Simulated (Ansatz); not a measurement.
Two isomers of C2H5ClOSi: A = `CC1(Cl)O[SiH2]1`, B = `Cl[SiH]1CCO1`.

Isolated molecules relaxed with PBE0-D4/def2-TZVP in Ansatz; ΔE leaves out vibrations. CBS: MP2 limit from def2 TZ/QZ plus the TZ coupled-cluster correction, frozen cores. DFT in def2-TZVPP. B3LYP here is the variant with VWN-RPA as its local correlation; programs differ in this.

(1) Which isomer does CCSD(T)/CBS put lower? Give the gap. (An estimate is asked.)

(2) Give E(B) − E(A) in kcal/mol with CCSD(T)/def2-TZVPP, B3LYP, MP2/def2-TZVPP, PBE0-D4, r2SCAN-D4, CCSD/def2-TZVPP, HF/def2-TZVPP. (Estimate.)

Largest T1 diagnostic: 0.013.

Answers

(1) The calculation gave: B, by 57.0 kcal/mol.

(2) The calculation gave: CCSD(T)/def2-TZVPP -57.0, B3LYP -55.5, MP2/def2-TZVPP -57.6, PBE0-D4 -56.7, r2SCAN-D4 -55.3, CCSD/def2-TZVPP -58.6, HF/def2-TZVPP -63.4. None reverses the order clearly.

In def2-TZVPP, CCSD(T) changes the Hartree–Fock value by +6.4 kcal/mol (the triples alone add +1.6 kcal/mol) and MP2 by +5.8 kcal/mol. From PBE to PBE0 (25 % exact exchange), in def2-TZVPP and without D4, E(B) − E(A) moves by −4.3 kcal/mol.
